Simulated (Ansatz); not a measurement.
germanium monotelluride (GeTe), singlet, geometry from GFN2-xTB (all electrons, no relativity). Base run: CAM-B3LYP/STO-3G run with Ansatz (an electronic-structure program).

Ansatz was given this input:
Ansatz 0.2 input:
```yaml
crystal:
  periodic: [false, false, false]
  atoms:
    - {symbol: Ge, position_ang: [-0.00000000, -0.00000000, -1.45814979]}
    - {symbol: Te, position_ang: [0.00000000, 0.00000000, 0.89732295]}
basis:
  gaussian:
    orbitals: STO-3G
hamiltonian:
  xc: cam_b3lyp
```

The base run was repeated with changes; each row names its change, and settings that it needs were set with it.

| change | basis functions | E (Eh) |
|---|---|---|
| base | 45 | -8602.52163 |
| basis = 3-21G | 56 | -8653.16945 |
| basis = def2-SV(P) | 58 | -2344.90164 |
| basis = def2-SVP | 58 | -2344.90164 |
| basis = def2-SVPD | 73 | -2344.90412 |
| basis = def2-TZVP | 98 | -2345.17358 |
| basis = def2-TZVPP | 98 | -2345.17358 |
| basis = def2-TZVPD | 113 | -2345.17457 |
| basis = def2-QZVP | 157 | -2345.22174 |
| basis = def2-QZVPP | 171 | -2345.22181 |

Totals compare only among sets that treat the same electrons; sets with core potentials leave the core out.
